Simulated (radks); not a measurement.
Spherical jellium clusters: N electrons in a uniform positive sphere of charge N and radius rs N^(1/3), rs = 2.17 bohr. Method: non-relativistic Kohn-Sham, LDA (Slater exchange, Perdew-Wang correlation), spin-polarised, spherical densities; computed with a radial shooting solver with Libxc functionals. Levels are named by radial order and angular momentum (1s, 1p, 1d, 2s, ...), and open shells are averaged over m.

N = 20, configuration 1s2 1p6 1d10 2s2. This is the lowest configuration that the search found. Occupied and some empty levels:

level,occupation,eigenvalue (eV),<r> (bohr)
1s,2,-10.949,3.624
1p,6,-8.2680,4.446
1d,10,-5.1259,5.148
2s,2,-4.2282,4.858
1f,0,-1.7931,6.027
2p,0,-1.4351,7.071

Energy (eV): total -13.6129, kinetic 98.510, external -2129.4, Hartree 1026.8, exchange-correlation -118.24, background 1108.7. Static polarisability (adiabatic kernel): 365.4 bohr^3, against R^3 = 204.4 for a classical metal sphere.
